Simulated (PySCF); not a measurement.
Vertical excitations of a molecule C3H4F2O from TDA-PBE/def2-SVPD (PySCF), as energy in eV (oscillator strength): 6.30 (0.011), 6.76 (0.003), 7.03 (0.015), 7.24 (0.024), 7.55 (0.007), 7.66 (0.051), 7.67 (0.002), 7.90 (0.040), 8.13 (0.006), 8.38 (0.008). Lowest triplet (TDA): 6.02 eV. Geometry: B3LYP-D3(BJ)/def2-SVP. One conformer was computed; it need not be the lowest.

Question: Which structure fits?
(A) CO/C(F)=C/F
(B) O=CCC(F)F
(C) CC(=O)C(F)F
(D) O[C@H]1CC1(F)F

Answer: D, O[C@H]1CC1(F)F
